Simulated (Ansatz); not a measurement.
Relaxation of BH6NOS (10 atoms, charge 0, multiplicity 1), to a largest force component of 0.03 eV/Å in at most 50 steps.

Theory: RKS PBE-D4/6-31G* in Ansatz.

```xyz
10
Properties=species:S:1:pos:R:3
B -0.044 0.596 -0.412
H -0.267 -0.176 1.852
O 1.187 -0.021 -0.489
H 1.121 -0.912 -0.880
N -1.269 0.002 -0.806
H -1.348 -0.975 -1.081
H -2.165 0.473 -0.755
S 0.057 2.370 0.193
H -1.283 2.593 0.238
H -0.157 0.510 2.012
```

Task: Where does it end, and by what steps?

Result: It converged. The force dipped under the threshold on the way, but the program's further checks kept it going. After 32 steps the energy has fallen by 0.250 eV; H2 moved furthest, 1.28 Å.

```csv
step,energy less start (eV),largest force component (eV/Å),accepted
0,0.0000,1.632,yes
2,-0.1918,0.171,yes
4,-0.2132,0.347,no
6,-0.2210,0.292,yes
8,-0.2269,0.087,yes
10,-0.2004,1.068,no
12,-0.2290,0.031,yes
14,-0.2300,0.074,yes
16,-0.2313,0.121,yes
18,-0.2330,0.116,yes
20,-0.2356,0.156,yes
22,-0.2382,0.117,yes
24,-0.2397,0.084,yes
26,-0.2418,0.270,yes
28,-0.2434,0.059,no
30,-0.2478,0.188,yes
32,-0.2496,0.017,yes
```

```xyz
10
Properties=species:S:1:pos:R:3
B 0.115 0.703 -0.765
H -0.976 0.024 2.904
O 1.249 0.210 -1.381
H 1.130 -0.709 -1.687
N -1.070 -0.054 -0.548
H -1.164 -1.035 -0.804
H -1.921 0.337 -0.155
S 0.274 2.467 -0.230
H -0.939 2.557 0.375
H -0.866 -0.041 2.162
```

The run took 82 s on 1 thread of Arm Neoverse V2, with other jobs on the host, peak memory 0.14 GiB.
